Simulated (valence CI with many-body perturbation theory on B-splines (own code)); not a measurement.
## Which ion has this spectrum?

A relativistic CI+MBPT calculation for an atom or ion with 23 electrons gives these levels (cm⁻¹):

| J | Parity | E | g |
| --- | --- | --- | --- |
| 5/2 | even | 0 | 1.25 |
| 5/2 | even | 718659 | 1.32 |
| 7/2 | even | 818954 | 1.16 |
| 11/2 | even | 827506 | 1.09 |
| 3/2 | even | 838234 | 1.13 |
| 9/2 | even | 880995 | 1.13 |
| 5/2 | even | 917565 | 1.12 |
| 7/2 | even | 955332 | 1.06 |
| 1/2 | even | 957544 | 1.75 |
| 3/2 | even | 1119296 | 0.80 |
| 5/2 | even | 1527135 | 1.32 |
| 7/2 | even | 1606196 | 1.21 |
| 11/2 | even | 1606508 | 1.09 |
| 9/2 | even | 1625458 | 1.14 |

The energies are calculated, and their last digits are not significant.

Task: Which is it?
A. Hg57+
B. Pb59+
C. Ir54+
D. Pt55+

Result: A. Hg57+, ground level (3d3/2^4 3d5/2) J=5/2.
